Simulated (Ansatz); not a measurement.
Cartesian coordinates (Å):
```xyz
11

C     -1.6820    -0.3752    -0.4163
C     -0.6542     0.3963    -0.0845
C      0.5522    -0.0663     0.6806
N      1.8191     0.0373    -0.0539
H     -1.7219    -1.4177    -0.1193
H     -2.5199     0.0011    -0.9892
H     -0.6435     1.4375    -0.4006
H      0.6591     0.5174     1.5996
H      0.4156    -1.1069     0.9845
H      2.0382     1.0076    -0.2511
H      1.7372    -0.4312    -0.9497
```
Charge +1, spin multiplicity 2.

These are Ansatz (an electronic-structure program) with frozen-core CCSD(T)/cc-pVTZ // B3LYP-D3(BJ)/def2-TZVP values and carry that method's errors. The geometry is that of the parent before the electron was removed.

```yaml
HF energy: -171.86060 Ha
MP2 correlation energy: -0.66327 Ha
```

**Question.** Estimate the CCSD correlation energy, the (T) correction, the total energy and the T1 diagnostic.

**Answer.** 
```json
{
 "CCSD correlation energy": "-0.71177 Ha",
 "(T) correction": "-0.03027 Ha",
 "CCSD(T) total energy": "-172.60265 Ha",
 "T1 diagnostic": "0.032"
}
```
